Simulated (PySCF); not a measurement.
An unknown is described by computed data only.

Elements present: C, H and N. Monoisotopic mass: 127.1361 u.

| Item | Value |
| --- | --- |
| Rotational structure | rotational constants A, B, C: 4.856, 0.644, 0.596 GHz [GFN2-xTB] |
| Dipole | 0.49 D [PBE0/pcSseg-1] |
| NMR, other nuclei | isotropic shieldings of nuclei other than C and H, by class: 192 (1 N) ppm [GIAO PBE0/pcSseg-1] |
| 13C NMR | chemical shifts (computed TMS as zero) by class: 60.5 (1 C), 57.6 (2 C), 37.6 (1 C), 26.4 (2 C), 25.7 (1 C), 17.3 (1 C) ppm [GIAO PBE0/pcSseg-1] |
| 1H NMR | chemical shifts (computed TMS as zero) by class: 2.45 (4 H), 2.33 (2 H), 1.80 (4 H), 1.45 (2 H), 1.26 (2 H), 1.07 (3 H) ppm [GIAO PBE0/pcSseg-1] |

Electronic properties: PySCF, gas phase, density fitting. Levels stand in brackets. Geometry: GFN2-xTB, one conformer, isolated molecule. NMR classes are plain means over equivalent atoms (diastereotopic ones count apart unless rotation or inversion swaps them), as if these changed places fast.

Question: Which formula fits the mass and the elements?

Answer: C8H17N (calculated 127.1361). No other formula that holds each of these elements comes within 0.0003 u with a fitting electron parity and a possible valence count.

Question: Propose a structure and show how it fits.

Answer: Numbering: `[CH3:1][CH2:2][CH2:3][CH2:4][N:5]1[CH2:6][CH2:7][CH2:8][CH2:9]1`. Its formula, C8H17N, gives 1 degree of unsaturation: 1 ring and 0 π bonds in the structure found. 8 carbons fall into 6 classes; from least to most shielded: chain sp3 carbon bound to nitrogen [C4] (60.5 ppm), ring sp3 carbon bound to nitrogen [C6/C9] (57.6 ppm, 2 C, up to 4.9 ppm apart in this geometry), chain CH2 carbon [C3] (37.6 ppm), ring CH2 carbon [C7/C8] (26.4 ppm, 2 C), chain CH2 carbon [C2] (25.7 ppm), methyl carbon [C1] (17.3 ppm). Hydrogen classes from least to most shielded: 4 H on 2 like atoms (sp3 carbon bound to nitrogen), C6/C9 (2.45 ppm, a mean of values up to 1.6 ppm apart in this geometry), 2 H on an sp3 carbon bound to nitrogen, C4 (2.33 ppm, a mean of values up to 0.8 ppm apart in this geometry), 4 H on 2 ring CH2 carbons, C7/C8 (1.80 ppm), 2 H on a chain CH2 carbon, C3 (1.45 ppm), 2 H on a chain CH2 carbon, C2 (1.26 ppm), 3 H on a methyl carbon, C1 (1.07 ppm). The other shieldings belong to: 192 ppm, tertiary amine nitrogen [N5]. The optimised geometry has point group C1 and is an asymmetric top. Structure: 1-butylpyrrolidine (`CCCCN1CCCC1`). Computed isomers that give other values at the same levels: `CN(C)C1CCCCC1` (13C chemical shifts (computed TMS as zero) by class: 67.7 (1 C), 42.3 (2 C), 31.0 (2 C), 30.9 (1 C), 30.6 (2 C) ppm); `NCC1CCCCCC1` (13C chemical shifts (computed TMS as zero) by class: 55.9 (1 C), 51.5 (1 C), 37.3 (2 C), 30.3 (2 C), 28.5 (2 C) ppm); `C=C(C)C[C@@H](C)N(C)C` (13C chemical shifts (computed TMS as zero) by class: 153.7 (1 C), 118.9 (1 C), 60.0 (1 C), 51.5 (1 C), 42.3 (2 C), 25.4 (1 C), 8.8 (1 C) ppm). The assignments are read from this structure; whether some other isomer fits the data as well wasn't checked.
